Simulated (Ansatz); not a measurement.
Kohn–Sham single points on AlClFH₃Si (`F[SiH2][AlH][Cl]`).

```yaml
crystal:
  periodic: [false, false, false]
  atoms:
    - {symbol: F, position_ang: [-1.958868, 0.911850, -0.011427]}
    - {symbol: Si, position_ang: [-0.387909, 0.946872, 0.329326]}
    - {symbol: Al, position_ang: [0.703406, -1.149896, -0.360634]}
    - {symbol: Cl, position_ang: [-0.483081, -2.630822, -1.255296]}
    - {symbol: H, position_ang: [0.196236, 2.129160, -0.365156]}
    - {symbol: H, position_ang: [-0.251103, 1.185829, 1.794082]}
    - {symbol: H, position_ang: [2.242520, -1.461094, -0.176494]}
basis:
  gaussian: {orbitals: def2-TZVPP}
hamiltonian: {xc: {name: BLYP}, dispersion: d4}
output: {orbitals: {seedname: orbitals}}
```

```sh
$ ansatz run in.yaml --threads 2 --pin off --events-out ev --progress --plain --max-ram 4352MiB
```

Shortened log:

```
Functional definition: BLYP
1184 factors; their error is unknown
mean field evaluation 1: about -29764.5150 eV, gradient 4.2e1 eV
mean field evaluation 2: about -29756.9671 eV, gradient 8.5e1 eV
mean field evaluation 4: about -29767.8340 eV, gradient 2.6e0 eV
mean field evaluation 8: about -29767.8178 eV, gradient 1.6e-1 eV
mean field evaluation 16: about -29767.8178 eV, gradient 2.5e-5 eV
mean field -29767.81779691 eV, -1093.9471266849 hartree, gradient 2.5e-5 eV, S^2 0.000000; 0 other end points of the search recorded, 0 dependent functions left out
reference -29767.81817054 eV, -1093.9471404156 hartree; 28, 28 occupied and 171, 171 virtual orbitals, 1184 factors
Total energy: -29768.12695228 eV, -1093.9584879353 hartree
```

Run time 1.1 s (2 threads of an Intel Xeon 6975P-C on a shared host); peak host memory 0.25 GiB.

Changing it to `hamiltonian: {xc: {name: B97M-V}}` (abridged; 4.2 s):

```
Functional definition: B97M-V
mean field evaluation 16: about -29760.4215 eV, gradient 8.1e-5 eV
mean field -29760.42148158 eV, -1093.6753171098 hartree, gradient 1.9e-5 eV, S^2 0.000000
Total energy: -29760.42154734 eV, -1093.6753195263 hartree
```

The same input with `hamiltonian: {xc: {name: LC-wPBE}}` (abridged; 1.7 s):

```
Functional definition: LC-wPBE
mean field evaluation 16: about -29758.5327 eV, gradient 3.8e-5 eV
mean field -29758.53273632 eV, -1093.6059070019 hartree, gradient 3.8e-5 eV, S^2 0.000000
Total energy: -29758.53273633 eV, -1093.6059070021 hartree
```

Changing it to `hamiltonian: {xc: {name: PBE-QIDH}}` (abridged; 3.1 s):

```
Functional definition: PBE-QIDH
mean field evaluation 16: about -29741.2741 eV, gradient 1.5e-4 eV
mean field -29741.27407182 eV, -1092.9716627797 hartree, gradient 3.5e-6 eV, S^2 0.000000
16 core orbitals not correlated: weight in the atoms' cores, before any rotation towards them, 1.000 or more for the frozen orbitals, at most 0.000 for the correlated occupied ones
second order -19.28030628 eV of doubles, -0.00000000 eV of singles
Total energy: -29747.70085429 eV, -1093.2078426793 hartree
```

With the line `hamiltonian: {xc: {name: wB97M-V}}` and forces (abridged; 6.5 s):

```
Functional definition: wB97M-V
mean field evaluation 16: about -29765.7025 eV, gradient 4.7e-5 eV
mean field -29765.70249331 eV, -1093.8693907113 hartree, gradient 4.7e-5 eV, S^2 0.000000
Total energy: -29765.70254664 eV, -1093.8693926714 hartree
Atom 0 force    -0.140456    -0.016856    -0.036487 eV/Å
Atom 1 force     0.285978     0.061342     0.086055 eV/Å
Atom 2 force     0.126812     0.097543     0.069047 eV/Å
Atom 3 force    -0.023380    -0.020875    -0.013981 eV/Å
Atom 4 force    -0.065036    -0.135080     0.083064 eV/Å
Atom 5 force    -0.012803    -0.024910    -0.169063 eV/Å
Atom 6 force    -0.171115     0.038835    -0.018635 eV/Å
Dipole moment:     0.369215     0.134262     0.135363 e Å
```

With the line `hamiltonian: {xc: {name: CAM-B3LYP}, dispersion: d4}` (abridged; 2.1 s):

```
Functional definition: CAM-B3LYP
mean field evaluation 16: about -29768.2917 eV, gradient 7.6e-5 eV
mean field -29768.29166406 eV, -1093.9645409816 hartree, gradient 7.6e-5 eV, S^2 0.000000
Total energy: -29768.42339676 eV, -1093.9693820687 hartree
```
